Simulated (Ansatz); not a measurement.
`[OH][GeH]1[CH2][O]1` + BH₃ → `[BH2][GeH]1[CH2][O]1` + H₂O  (formal exchange of groups at a Ge–O bond)

Program: Ansatz. Geometries: PBE0-D4/def2-TZVP. ΔE: electronic, gas phase. CCSD(T)/CBS adds triple-zeta CCSD(T) − MP2 to the extrapolated MP2 energy (def2 sets, frozen cores). This one scheme is used for every species. Functionals use def2-TZVPP. For Ge outer-core shells are correlated without core-valence functions, which leaves a few kJ/mol of doubt a bond. Scalar relativity is left out up to krypton. One conformer a species, not always the lowest.

| level | ΔE (kJ/mol) | difference from CCSD(T)/CBS |
| --- | --- | --- |
| PBE0-D4 | -6.1 | -7.1 |
| r2SCAN0-D4 | 1.9 | 0.9 |
| ωB97X-V | 17.6 | 16.6 |
| ωB97M-V | 12.2 | 11.2 |
| BLYP | -2.6 | -3.6 |
| r2SCAN | -3.5 | -4.5 |
| r2SCANh | -1.1 | -2.1 |
| r2SCAN0 | 2.3 | 1.3 |
| BHLYP | 18.2 | 17.2 |
| MP2/def2-SVP | 19.3 | 18.3 |
| HF/def2-TZVPP | 42.1 | 41.1 |
| MP2/def2-TZVPP | 11.7 | 10.7 |
| SCS-MP2/def2-TZVPP | 20.1 | 19.1 |
| HF/def2-QZVPP | 43.4 | 42.4 |
| MP2/def2-QZVPP | 8.2 | 7.2 |
| MP2/CBS(def2) | 4.7 | 3.7 |
| CCSD(T)/CBS | 1.0 | 0 |

Largest T1 diagnostic among the species: 0.018.

At CCSD(T), def2-SVP lies +11.8 kJ/mol from the extrapolated value and def2-TZVPP +6.9 kJ/mol. Leaving LDA and LC-ωPBE aside and taking each functional with its dispersion term where it has one, the values, not all of them listed here, spread over 34.4 kJ/mol, from PBE-D4 to ωB97X-V. LDA lies −7.6 kJ/mol from PBE without D4. From BLYP to BHLYP (50 % exact exchange), in def2-TZVPP and without D4, ΔE moves by +20.7 kJ/mol.
